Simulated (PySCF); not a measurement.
# Exercise with solution: oscillator strength and radiative lifetime

C2H9FSi2, SMILES C[SiH2][Si@H](C)F.

The structure is a stationary point at PBE0-D3(BJ)/def2-SVP. The structure was generated by enumeration; whether it is a known compound was not checked. The values are those of a single conformer.

TDDFT-PBE/def2-SVPD run with PySCF 2.14.0 puts the first singlet state with f over 0.02 at 6.43 eV (vertical), with the transition dipole (-0.238, -0.268, -0.080) in atomic units.

Find the oscillator strength, the wavelength and the radiative lifetime that this transition would have in vacuum if emission retraced absorption.


|μ|² = 0.1349 au, so |μ| = 0.93 D. ΔE = 6.43/27.211 = 0.2363 hartree. f = (2/3) ΔE |μ|² = 0.021 (the program prints 0.021).
λ = 1239.84/6.43 = 193 nm; ν = 51861 cm⁻¹.
Einstein's coefficient A = 0.6670 ν² f s⁻¹ (ν in cm⁻¹) = 3.8e7 s⁻¹, so τ = 1/A = 26 ns. This state is S2; the lower singlet has f = 0.020. The figure is the radiative limit of this one transition; relaxation, internal conversion, crossing to triplets and a medium change what is measured.
